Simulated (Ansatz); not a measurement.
```yaml
crystal:
  periodic: [false, false, false]
  atoms:
    - {symbol: B, position_ang: [-1.810093, 1.190570, -0.362630]}
    - {symbol: Si, position_ang: [-1.541288, -0.694063, -0.345638]}
    - {symbol: Ge, position_ang: [0.744635, -0.799529, -0.644040]}
    - {symbol: Si, position_ang: [1.835012, 0.293416, 1.038363]}
    - {symbol: H, position_ang: [-1.679792, 1.808397, 0.595946]}
    - {symbol: H, position_ang: [-1.988418, 1.754244, -1.346097]}
    - {symbol: H, position_ang: [-1.817337, -1.340301, 0.898737]}
    - {symbol: H, position_ang: [-2.161006, -1.424253, -1.405760]}
    - {symbol: H, position_ang: [1.108615, -0.200145, -1.946111]}
    - {symbol: H, position_ang: [1.151228, -2.221788, -0.676656]}
    - {symbol: H, position_ang: [1.428787, -0.236439, 2.299792]}
    - {symbol: H, position_ang: [3.250285, 0.156289, 0.913029]}
    - {symbol: H, position_ang: [1.499049, 1.680483, 0.995275]}
basis:
  gaussian: {orbitals: aug-pcseg-2}
magnetization: {spin_polarized: true, initial_magnetization: 0}
hamiltonian: {xc: {name: B97M-V}}
output: {forces: true}
```

```sh
$ ansatz run in.yaml --threads 4 --pin off --events-out ev --progress --plain --max-ram 10444MiB
```

Output, abridged:

```
Functional definition: B97M-V
1850 factors; their error is unknown
mean field evaluation 1: about -73079.0200 eV, gradient 2.1e1 eV
mean field evaluation 2: about -73079.3319 eV, gradient 2.1e1 eV
mean field evaluation 4: about -73082.2658 eV, gradient 1.2e0 eV
mean field evaluation 8: about -73082.2809 eV, gradient 4.5e-2 eV
mean field evaluation 16: about -73082.2349 eV, gradient 2.6e-4 eV
mean field -73082.23488070 eV, -2685.7225949479 hartree, gradient 4.3e-5 eV, S^2 0.000000; 0 other end points of the search recorded, 0 dependent functions left out
reference -73082.23500504 eV, -2685.7225995170 hartree; 37, 37 occupied and 375, 375 virtual orbitals, 1850 factors
Total energy: -73082.23500504 eV, -2685.7225995170 hartree
Atom 0 at    -1.810093     1.190570    -0.362630 Å, force    -0.142392     0.015301     0.017035 eV/Å
Atom 1 at    -1.541288    -0.694063    -0.345638 Å, force    -0.365404    -0.083791     0.003332 eV/Å
Atom 2 at     0.744635    -0.799529    -0.644040 Å, force     0.015575     0.005814    -0.030105 eV/Å
Atom 3 at     1.835012     0.293416     1.038363 Å, force     0.073087     0.010211     0.026696 eV/Å
Atom 4 at    -1.679792     1.808397     0.595946 Å, force     0.137709     0.634227     0.900497 eV/Å
Atom 5 at    -1.988418     1.754244    -1.346097 Å, force    -0.153221     0.584097    -0.929904 eV/Å
Atom 6 at    -1.817337    -1.340301     0.898737 Å, force    -0.190796    -0.525161     0.956022 eV/Å
Atom 7 at    -2.161006    -1.424253    -1.405760 Å, force    -0.467022    -0.590188    -0.813077 eV/Å
Atom 8 at     1.108615    -0.200145    -1.946111 Å, force     0.269463     0.434156    -0.971002 eV/Å
Atom 9 at     1.151228    -2.221788    -0.676656 Å, force     0.289299    -1.062803    -0.037701 eV/Å
Atom 10 at     1.428787    -0.236439     2.299792 Å, force    -0.298798    -0.388551     0.968791 eV/Å
Atom 11 at     3.250285     0.156289     0.913029 Å, force     1.079621    -0.090017    -0.071710 eV/Å
Atom 12 at     1.499049     1.680483     0.995275 Å, force    -0.247119     1.056706    -0.018873 eV/Å
Dipole moment:     0.001017    -0.018177    -0.009059 e Å
```

It took 63 s on 4 threads of an Arm Neoverse V1 on a shared host, with 1.4 GiB of host memory at the peak.
